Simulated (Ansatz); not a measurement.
Reaction (substitution at a C–O bond): `OC1=CS1` + `O[SiH3]` → `[SiH3]OC1=CS1` + H₂O

Calculated with Ansatz (gas phase, PBE0-D4/def2-TZVP geometries, no zero-point term in ΔE). CBS: MP2 limit from def2 TZ/QZ plus the TZ coupled-cluster correction, frozen cores. This one scheme is used for every species. DFT in def2-TZVPP. B3LYP here is the variant with VWN-RPA as its local correlation; programs differ in this. One conformer a species, not always the lowest.

```csv
level,ΔE (kcal/mol),difference from CCSD(T)/CBS
PBE-D4,-1.5,1.3
r2SCAN-D4,-1.2,1.6
PBE0-D4,-1.5,1.3
B3LYP-D4,-2.3,0.5
ωB97X-V,-1.1,1.7
ωB97M-V,-1.2,1.6
B2PLYP,-1.2,1.6
PBE,-0.3,2.5
r2SCAN,-0.8,2.0
PBE0,-0.4,2.4
B3LYP,-0.3,2.5
HF/def2-TZVPP,0.0,2.8
MP2/def2-TZVPP,-2.7,0.1
SCS-MP2/def2-TZVPP,-2.2,0.6
CCSD/def2-TZVPP,-1.7,1.1
CCSD(T)/def2-TZVPP,-2.2,0.6
HF/def2-QZVPP,-0.2,2.6
MP2/def2-QZVPP,-3.1,-0.3
SCS-MP2/def2-QZVPP,-2.5,0.3
HF/CBS(def2),-0.2,2.6
MP2/CBS(def2),-3.3,-0.5
CCSD/CBS(def2),-2.3,0.5
CCSD(T)/CBS,-2.8,0
```

Largest T1 diagnostic among the species: 0.013.

The D4 term adds −2.0 kcal/mol with B3LYP and −1.1 kcal/mol with PBE0; it sums over pairs of atoms, weighted by their polarisabilities, and B3LYP, whose exchange is more repulsive, gets the larger term. In def2-TZVPP, CCSD(T) changes the Hartree–Fock value by −2.1 kcal/mol (the triples alone add −0.5 kcal/mol) and MP2 by −2.7 kcal/mol.
